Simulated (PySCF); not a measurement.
**Bond length, frequency and bond energy of SrB by level of theory**

State: ⁴Σ⁻ (quartet), unpaired electrons σ ↑, π ↑↑. Set-up: Sr def2-TZVPP with ECP28, B def2-TZVPP; scalar-relativistic core potentials (PySCF 2.14). De refers to Sr + B in their high-spin ground configurations, without counterpoise correction. The functionals are run spin-unrestricted. A positive dipole means Sr(−)B(+). Levels whose curve was spin-contaminated or gave no clean fit are not listed.

| Level | Re (Å) | ωe (cm⁻¹) | De (eV) | μ (D) |
| --- | --- | --- | --- | --- |
| ROHF | 2.560 | 390 | 0.52 | -3.35 |
| ROHF-MP2 | 2.491 | 404 | 0.462 | n/a |
| ROHF-SCS-MP2 | 2.504 | 400 | 0.224 | n/a |
| ROHF-CCSD | 2.503 | 403 | 0.396 | n/a |
| ROHF-CCSD(T) | 2.497 | 404 | 0.450 | n/a |
| PBE | 2.445 | 433 | 1.22 | -5.46 |
| r²SCAN | 2.451 | 430 | 1.42 | -5.47 |
| TPSSh | 2.452 | 436 | 1.09 | -5.31 |
| PBE0 | 2.445 | 432 | 1.03 | -5.16 |
| r²SCAN0 | 2.459 | 422 | 1.16 | -5.06 |
| M06-2X | 2.486 | 399 | 0.53 | -4.58 |
| ωB97M-V | 2.480 | 404 | 0.463 | -4.45 |

**Question.** Which functional lies closest to ROHF-CCSD(T) in De, which farthest, and by how much do they differ from it?

**Answer.** Closest is ωB97M-V (-1.7 pm in Re, +0.0 % in ωe, +0.01 eV in De against ROHF-CCSD(T) in the same basis), farthest r²SCAN (-4.6 pm in Re, +6.4 % in ωe, +0.97 eV in De). CCSD(T) converges more slowly with the basis than the functionals do and binds too weakly in this one, so the order can change at the basis-set limit.

**Question.** What does a quarter of exact exchange do here, going from PBE to PBE0?

**Answer.** PBE0 less PBE: +0.0 pm in Re, -0.2 % in ωe, -0.19 eV in De. Exact exchange removes part of the self-interaction that spreads semilocal densities, and in most molecules shortens and stiffens the bond and lowers De; so it does here.

**Question.** What does the step from GGA to meta-GGA do here, going from PBE to r²SCAN?

**Answer.** r²SCAN less PBE: +0.6 pm in Re, -0.7 % in ωe, +0.20 eV in De. 

Correlated steps freeze 1 core orbital. Spin–orbit coupling is left out. The CCSD T1 diagnostic is raised, a sign that a single reference may not be enough here. The state was picked by a PBE0 search and need not be the measured ground state.

The whole job (state search and all levels along the bond) took about 11 min on 1 thread of Arm Neoverse V1 (shared host), peak memory 1.9 GiB.
